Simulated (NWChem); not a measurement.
Molecule: CH₄SSe; SMILES [SeH]SC

```xyz
7

Se     0.0532     1.0328     0.0390
H      0.1848     1.2092    -1.4228
S     -0.6780    -1.0417     0.0125
C      0.8519    -2.0125     0.0160
H      1.4163    -1.8807    -0.9177
H      0.5345    -3.0639     0.0975
H      1.4833    -1.7612     0.8790
```
Atoms are numbered in this order, from 1.

All runs: NWChem. All runs use the structure optimised with PBE0/def2-SVP. GIAO values for the isolated, static molecule; σ is the absolute isotropic shielding, δ = σ(reference) − σ with the isolated reference molecule computed at the same levels (13C: tetramethylsilane, 1H: tetramethylsilane). Spin-orbit effects, on the heavy nuclei and on their neighbours, are missing.

Problem. Among these, which level gives the highest value of “δ H2 (ppm)”?
(A) BHandHLYP/pcSseg-1
(B) LDA (Slater exchange, VWN5)/pcSseg-1
(C) PBE0/pcSseg-1

Solution. B, LDA (Slater exchange, VWN5)/pcSseg-1. Values: BHandHLYP/pcSseg-1 3.64; PBE0/pcSseg-1 3.79; LDA (Slater exchange, VWN5)/pcSseg-1 4.23
